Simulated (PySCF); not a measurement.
C4H5FO, SMILES O=C1CC[C@@H]1F. Coordinates come from a PBE-D3(BJ)/def2-SVP optimisation. The structure was generated by enumeration; whether it is a known compound was not checked.

Computed equilibrium geometry at PBE-D3(BJ)/def2-SVP (PySCF confirms it by a frequency run) as bond lengths and angles:
Atoms: O1 C2 C3 C4 C5 F6 H7 H8 H9 H10 H11. Bond lengths (Å): O1–C2 1.205, C2–C3 1.543, C2–C5 1.547, C3–C4 1.555, C3–H7 1.107, C3–H8 1.110, C4–C5 1.552, C4–H9 1.105, C4–H10 1.107, C5–F6 1.368, C5–H11 1.117. Bond angles (°): O1–C2–C3 134.7, O1–C2–C5 134.3, C3–C2–C5 90.3, C2–C3–C4 87.2, C2–C3–H7 115.6, C2–C3–H8 112.0, C4–C3–H7 118.6, C4–C3–H8 113.7, H7–C3–H8 108.5, C3–C4–C5 89.7, C3–C4–H9 118.1, C3–C4–H10 111.4, C5–C4–H9 116.9, C5–C4–H10 109.5, H9–C4–H10 109.8, C2–C5–C4 87.1, C2–C5–F6 119.0, C2–C5–H11 109.4, C4–C5–F6 119.4, C4–C5–H11 111.0, F6–C5–H11 109.2.
Charge 0, spin multiplicity 1.
